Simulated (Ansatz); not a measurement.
Ansatz results at the PBE0-D4/def2-TZVP geometry: size of the dipole moment (PBE/def2-TZVPP) 4.22 D; LUMO energy (PBE/def2-TZVPP) -1.71 eV; size of the dipole moment (B3LYP/def2-TZVPP) 4.33 D.

Each molecule was computed in one conformer, which needn't be the lowest.

Which molecule gave them?
A. `[S]=[Ta]([Cl])([Cl])[Cl]`
B. `[O]=[Ta]([Cl])([Cl])[Cl]`
C. `[F][Ta]([F])([F])=[S]`
D. `[NH2][Ta]([NH2])(=[O])[Cl]`

D. The others give `[S]=[Ta]([Cl])([Cl])[Cl]`: 1.23, -3.60, 1.22; `[O]=[Ta]([Cl])([Cl])[Cl]`: 1.52, -3.50, 1.66; `[F][Ta]([F])([F])=[S]`: 1.60, -2.89, 1.53.

B3LYP here is the variant with VWN-RPA as its local correlation; programs differ in this.
